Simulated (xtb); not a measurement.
F$_{2}$Sn, charge +1, doublet, from a rough starting geometry (GFN-xTB shapes and energies of metal compounds can be far from the true ones) (a state made from the parent by changing its charge; the spin is typed, not shown lowest); GFN2-xTB run with xtb.

Here is a job for xtb.
```
$ xtb mol.xyz --gfn 2 --chrg 1 --uhf 1 --opt vtight --json

# file mol.xyz
3

Sn     0.03434214     0.01638514     0.86394838
F      0.75314461     1.45254605    -0.43222953
F     -0.80681204    -1.38402003    -0.43776080
```

Q: Write the output that xtb gives for this input, abridged.

A: 
```
   ID    Z sym.   atoms
    1   50 Sn     1
    2    9 F      2, 3

           -------------------------------------------------
          |                Calculation Setup                |
           -------------------------------------------------

           -------------------------------------------------
          |                 G F N 2 - x T B                 |
           -------------------------------------------------

          ...................................................
          :                      SETUP                      :
          :.................................................:
          :  # basis functions                  18          :
          :  # atomic orbitals                  17          :
          :  # shells                            7          :
          :  # electrons                        17          :
          :  max. iterations                   250          :
          :  Hamiltonian                  GFN2-xTB          :
          :  restarted?                      false          :
          :  GBSA solvation                  false          :
          :  PC potential                    false          :
          :  electronic temp.          300.0000000     K    :
          :  accuracy                    1.0000000          :
          :  -> integral cutoff          0.2500000E+02      :
          :  -> integral neglect         0.1000000E-07      :
          :  -> SCF convergence          0.1000000E-05 Eh   :
          :  -> wf. convergence          0.1000000E-03 e    :
          :  Broyden damping             0.4000000          :
          :  net charge                          1          :
          :  unpaired electrons                  1          :
          ...................................................

 iter      E             dE          RMSdq      gap      omega  full diag
   1     15.3217548  0.153218E+02  0.579E+01    1.77       0.0  T
   2     -7.1649775 -0.224867E+02  0.567E+01    0.52       1.0  T
   3     -8.5495168 -0.138454E+01  0.273E+01    5.25       1.0  T
   4     -8.9589646 -0.409448E+00  0.196E+01    9.99       1.0  T
   5    -10.5173158 -0.155835E+01  0.136E+01   11.15       1.0  T
   6     -9.5723813  0.944935E+00  0.150E+01   11.87       1.0  T
   7    -10.9323857 -0.136000E+01  0.699E+00    8.35       1.0  T
   8    -10.9243849  0.800077E-02  0.719E+00    8.41       1.0  T
   9    -10.9315784 -0.719348E-02  0.725E+00    8.41       1.0  T
[...]
 * total energy  :   -11.0924555 Eh     change       -0.3349644E-03 Eh
 * total energy  :   -11.0927620 Eh     change       -0.3065063E-03 Eh
 * total energy  :   -11.0935938 Eh     change       -0.8317951E-03 Eh
 * total energy  :   -11.0943034 Eh     change       -0.7095350E-03 Eh
 * total energy  :   -11.0948739 Eh     change       -0.5705401E-03 Eh
 * total energy  :   -11.0952125 Eh     change       -0.3385742E-03 Eh
 * total energy  :   -11.0952488 Eh     change       -0.3632859E-04 Eh
 * total energy  :   -11.0953784 Eh     change       -0.1295591E-03 Eh
 * total energy  :   -11.0953970 Eh     change       -0.1858817E-04 Eh
 * total energy  :   -11.0953993 Eh     change       -0.2368291E-05 Eh
 * total energy  :   -11.0953995 Eh     change       -0.1534259E-06 Eh
 * total energy  :   -11.0953995 Eh     change       -0.1320506E-07 Eh
   *** GEOMETRY OPTIMIZATION CONVERGED AFTER 15 ITERATIONS ***
         :: total energy             -11.095399495265 Eh    ::
[...]
        13                         -0.5217059             -14.1963
        14                         -0.5050758             -13.7438
        15                         -0.5050758             -13.7438
        16                         -0.2993074              -8.1446
        17                         -0.1618924              -4.4053
      -------------------------------------------------------------
                  HL-Gap            0.2165850 Eh            5.8936 eV
             Fermi-level           -0.6984713 Eh          -19.0064 eV

     #   Z          covCN         q      C6AA      α(0)
     1  50 Sn       1.302     0.948   434.998    45.493
     2   9 F        0.651     0.026     9.166     3.573
     3   9 F        0.651     0.026     9.166     3.573

 Mol. C6AA /au·bohr⁶  :        691.822480
 Mol. C8AA /au·bohr⁸  :      65427.356135
 Mol. α(0) /au        :         52.639633

Wiberg/Mayer (AO) data.
largest (>0.10) Wiberg bond orders for each atom

 ---------------------------------------------------------------------------
     #   Z sym  total        # sym  WBO       # sym  WBO       # sym  WBO
 ---------------------------------------------------------------------------
     1  50 Sn   1.897 --     2 F    0.949     3 F    0.948
     2   9 F    1.388 --     1 Sn   0.949     3 F    0.440
     3   9 F    1.388 --     1 Sn   0.948     2 F    0.440
 ---------------------------------------------------------------------------

Topologies differ in total number of bonds
Writing topology from bond orders to xtbtopo.mol

molecular dipole:
                 x           y           z       tot (Debye)
 q only:       -0.012       0.054      -0.004
   full:       -0.012       0.054      -0.004       0.140
molecular quadrupole (traceless):
                xx          xy          yy          xz          yz          zz
 q only:       -0.140       0.576       0.597       0.001       0.001      -0.457
  q+dip:       -0.086       0.351       0.365       0.000       0.000      -0.280
   full:        1.216      -5.082      -5.226      -0.005      -0.010       4.010

optimized geometry written to: xtbopt.xyz

           -------------------------------------------------
          | TOTAL ENERGY              -11.095399495265 Eh   |
          | GRADIENT NORM               0.000016638427 Eh/α |
          | HOMO-LUMO GAP               5.893578178977 eV   |
           -------------------------------------------------

normal termination of xtb
```
